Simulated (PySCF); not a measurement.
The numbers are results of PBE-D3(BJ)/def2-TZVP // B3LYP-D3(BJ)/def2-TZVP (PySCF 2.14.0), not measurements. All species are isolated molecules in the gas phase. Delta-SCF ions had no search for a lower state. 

Reference species (SMILES): `C#CB=N` (neutral, multiplicity 1).

| Item | Result |
|---|---|
| S1 oscillator strength | 0.000 |
| vertical ionisation energy (Delta-SCF) | 10.19 eV |

Changed species: `C=BC#N`.

Q: Predict the effect on the S1 oscillator strength and vertical ionisation energy (Delta-SCF).

A: the S1 oscillator strength hardly moves; the vertical ionisation energy (Delta-SCF) decreases by 0.43 eV, to 9.76 eV.
